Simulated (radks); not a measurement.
Task: The mean radii <r> (bohr) of the occupied orbitals of an atom or ion are listed with their occupations. Calculated with a radial shooting solver on a logarithmic mesh with Libxc functionals: scalar-relativistic Kohn-Sham, LDA (Slater exchange, VWN5 correlation), spin-polarised, spherical densities, finite nucleus; Fermi nuclear charge, rms radius of each element as measured or else 0.836 A^(1/3) + 0.57 fm.

orbital  occ.      <r>
1s up       1  0.03266
1s down     1  0.03266
2s up       1   0.1420
2s down     1   0.1420
2p up       3   0.1237
2p down     3   0.1237
3s up       1   0.3898
3s down     1   0.3896
3p up       3   0.3888
3p down     3   0.3886
3d up       5   0.3668
3d down     5   0.3664
4s up       1   0.8989
4s down     1   0.8994
4p up       3   0.9469
4p down     1   0.9485

Name the element and its charge. Open shells, if any, are filled with parallel spins first.

Result: Z = 45, rhodium, charge +11: Rh11+ in [Ar] 3d10 4s2 4p4. The 1s radius gives Z: for a bare nucleus <r> = (2 gamma + 1)/(2Z) with gamma = sqrt(1 - (Z/c)^2), 0.0321 bohr for Z = 45, and screening makes it slightly larger (0.03266 here). The occupations add up to 34, and the charge is Z minus that.
